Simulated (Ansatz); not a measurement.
`[Cl][GeH2][Cl]` + F• → `[Cl][GeH][Cl]`• + H–F at 298.15 K and 1 bar (hydrogen abstraction from a Ge–H bond).

Isolated molecules relaxed with PBE0-D4/def2-TZVP in Ansatz; ΔE leaves out vibrations. CCSD(T)/CBS adds triple-zeta CCSD(T) − MP2 to the extrapolated MP2 energy (def2 sets, frozen cores). This one scheme is used for every species, atoms too. Open shells (•) are unrestricted, without spin–orbit coupling. Spin–orbit coupling would lower the free atoms: a little for F. Bonds to Ge are less sure, by a few kJ/mol each and by 10 to 20 or more in all where they break to atoms, as the def2 sets lack core-valence functions. Scalar relativity is left out up to krypton.

```tsv
species	CCSD(T)/CBS energy (Eh)	H − E (kJ/mol)	S (J/(mol·K))
`[Cl][GeH2][Cl]`	-2996.94498	63.5	300.8
F•	-99.66871	6.2	160.5
`[Cl][GeH][Cl]`•	-2996.30306	39.3	310.7
H–F	-100.39570	33.5	173.6
```

H − E and S are ideal-gas, rigid-rotor, harmonic terms from PBE0-D4/def2-TZVP, with the whole ground term of open shells counted as degenerate. 1 Eh = 2625.50 kJ/mol, R = 8.31446 J/(mol·K).

**Question.** By hand: ΔE, ΔH, ΔS and ΔG.

**Answer.** ΔE = (-2996.30306) + (-100.39570) − (-2996.94498) − (-99.66871) = -0.08507 Eh = -223.4 kJ/mol. Δ(H − E) = 39.3 + 33.5 − 63.5 − 6.2 = 3.1, so ΔH = -220.3 kJ/mol. ΔS = 310.7 + 173.6 − 300.8 − 160.5 = 23.0 J/(mol·K). ΔG = -220.3 − 298.15 × (23.0)/1000 = -227.2 kJ/mol.

**Question.** By hand: the equilibrium constant, and the temperature at which ΔG would vanish if ΔH and ΔS stayed fixed.

**Answer.** log₁₀ K = −ΔG/(RT ln 10) = 39.8. ΔH and −TΔS have one sign here, so there is no such temperature.

ΔH outweighs TΔS. A doubt of 5 kJ/mol in ΔE shifts log₁₀ K by 0.9 here. These are equilibria of isolated gas molecules and say nothing of rates. Largest T1 diagnostic: 0.013 (customary marks: 0.02 for closed shells, 0.045 for open ones).
